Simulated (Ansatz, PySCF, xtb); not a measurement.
Potential energy surface of O₂Si, singlet: symmetric bend, bond length relaxed. Scanned: O-Si-O angle. Other coordinates (Si-O bond length) were minimised at PBE0/def2-TZVP. Each profile is relative to its own lowest point.

| a / ° | A | B | C |
|---|---|---|---|
| 180 | 0.0 | 0.0 | 0.0 |
| 167 | 4.1 | 6.6 | 5.8 |
| 157 | 13.4 | 20.7 | 18.4 |
| 147 | 29.2 | 42.9 | 38.3 |
| 137 | 53.3 | 73.8 | 66.6 |
| 127 | 87.8 | 114.3 | 104.7 |
| 117 | 135.8 | 166.3 | 154.6 |
| 107 | 201.7 | 233.7 | 219.4 |

Energies in kJ/mol.

Q: Which curve belongs to which method? The methods are GFN1-xTB (xtb 6.7.1); MP2 on RHF/aug-cc-pVQZ, frozen core (Ansatz, an electronic-structure program); restricted B3LYP/6-31G*, spherical d in PySCF 2.14.0.

A: A is GFN1-xTB; B is MP2/aug-cc-pVQZ; C is RKS-B3LYP/6-31G*.
